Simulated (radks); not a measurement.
Species: N IV. Configuration: [He] 2s2 (the NIST ground configuration). Calculated with a radial shooting solver on a logarithmic mesh with Libxc functionals: scalar-relativistic Kohn-Sham, BLYP, spin-polarised, spherical densities, point nucleus.

Radial electron density D(r) = 4 pi r^2 rho(r):

r (bohr)  D(r) (e/bohr)
0.01073          0.2666
0.0131           0.3845
0.01587          0.5426
0.01939          0.7700
0.02368           1.081
0.02892           1.497
0.03533           2.041
0.04315           2.727
0.0527            3.558
0.06386           4.468
0.07799           5.472
0.09526           6.418
0.1164            7.145
0.1421            7.465
0.1736            7.218
0.212             6.354
0.2569            5.062
0.3138            3.540
0.3832            2.247
0.4681            1.518
0.5717            1.422
0.6983            1.723
0.8529            1.999
1.033             1.927
1.262             1.464
1.542            0.8475
1.883            0.3605
2.3              0.1074
2.809           0.02079
3.431          0.002342

D(r) has 2 maxima, at r = 0.144, 0.909 bohr, and minima at 0.532 bohr, inside which lie 2.06 electrons.
